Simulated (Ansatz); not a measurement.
`C[Si](O)(Cl)Br` + `[F][Ge][Cl]` → `C[Si](O)(F)Cl` + `[Cl][Ge][Br]`  (redistribution)

Isolated molecules relaxed with PBE0-D4/def2-TZVP in Ansatz; ΔE leaves out vibrations. CBS: MP2 limit from def2 TZ/QZ plus the TZ coupled-cluster correction, frozen cores. DFT in def2-TZVPP. For Br, Ge outer-core shells are correlated without core-valence functions, which leaves a few kJ/mol of doubt a bond. Scalar relativity is left out up to krypton. One conformer a species, not always the lowest.

CCSD(T)/CBS gives -16.5 kcal/mol.

(1) Another level gave -14.8 kcal/mol. Which?
A. ωB97X-V/def2-TZVPP
B. SCS-MP2/def2-TZVPP
C. BLYP/def2-TZVPP
D. BHLYP/def2-TZVPP

Largest T1 diagnostic among the species: 0.014.

Results:

(1) A. ωB97X-V -14.8, SCS-MP2/def2-TZVPP -16.2, BLYP -17.3, BHLYP -19.0 kcal/mol.

Leaving LDA and LC-ωPBE aside and taking each functional with its dispersion term where it has one, the values, not all of them listed here, spread over 3.6 kcal/mol, from BHLYP-D4 to revPBE-D4. The D4 term adds +0.8 kcal/mol with B3LYP and +0.4 kcal/mol with PBE0; it sums over pairs of atoms, weighted by their polarisabilities, and B3LYP, whose exchange is more repulsive, gets the larger term. From PBE to PBE0 (25 % exact exchange), in def2-TZVPP and without D4, ΔE moves by −1.1 kcal/mol.

B3LYP here is the variant with VWN-RPA as its local correlation; programs differ in this.
